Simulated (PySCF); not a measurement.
## Working out the ionisation energy of I

I [Kr] 4d10 5s2 5p5 (2P) → I⁺ [Kr] 4d10 5s2 5p4 (3P). Computed with PySCF 2.14 in cc-pVTZ-PP with ECP28MDF, with scalar relativity through the core potential. Frozen: 4s2 4p6 4d10. Energies in hartree (1 hartree = 27.21139 eV):

```csv
part,I (lower),I⁺ (upper)
UHF,-294.661503,-294.309658
CCSD correlation,-0.131176,-0.104610
(T),-0.003934,-0.002822
```

Task: What does Hartree-Fock give?

Result: (-294.309658) − (-294.661503) = 0.351845 hartree = 9.574 eV.

Task: What do CCSD and CCSD(T) give?

Result: The CCSD correlation energies differ by 0.026566 hartree = 0.723 eV and the triples by 0.001112 hartree = 0.030 eV, so CCSD gives 10.297 eV and CCSD(T) 10.327 eV.

Measured between the centres of the two terms (NIST): 10.519 eV, so CCSD(T) (valence) is off by -0.192 eV.

What remains against the reference includes basis incompleteness, the frozen core and higher excitations.
